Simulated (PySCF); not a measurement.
# BiS: one state, many levels of theory

State: ²Π (doublet), unpaired electrons π ↑. Set-up: Bi cc-pVDZ-PP with ECP60, S cc-pV(D+d)Z; scalar-relativistic core potentials (PySCF 2.14). De refers to Bi + S in their high-spin ground configurations, without counterpoise correction. The functionals are run spin-unrestricted. A positive dipole means Bi(−)S(+). Levels whose curve was spin-contaminated or gave no clean fit are not listed.

```csv
Level,Re (Å),ωe (cm⁻¹),De (eV),μ (D)
UHF-CCSD,2.337,429,2.00,n/a
LDA,2.321,437,4.35,-2.68
PBE,2.347,421,3.52,-2.99
r²SCAN,2.329,435,3.06,-3.24
TPSSh,2.328,437,3.15,-3.22
PBE0,2.313,446,2.99,-3.29
```

**Question.** What does the gradient correction do here, going from LDA to PBE?

**Answer.** PBE less LDA: +2.6 pm in Re, -3.7 % in ωe, -0.83 eV in De. The gradient correction favours the more uneven density of free atoms, so it tends to lengthen bonds and takes away much of the overbinding of LDA; so it does here.

Correlated steps freeze 9 core orbitals. Correlated levels converge slowly with the basis: in double zeta they bind strong bonds too weakly, by up to about 1 eV, and carry superposition errors of some tenths. Spin–orbit coupling is left out, which matters for elements this heavy, above all for dissociation energies. Counting both spins, an empty level lies below a filled one in some of these solutions, because spin and occupation are held. The state was picked by a PBE0 search and need not be the measured ground state.

The whole job (state search and all levels along the bond) took about 2.9 min on 1 thread of Arm Neoverse V1 (shared host), peak memory 0.53 GiB.
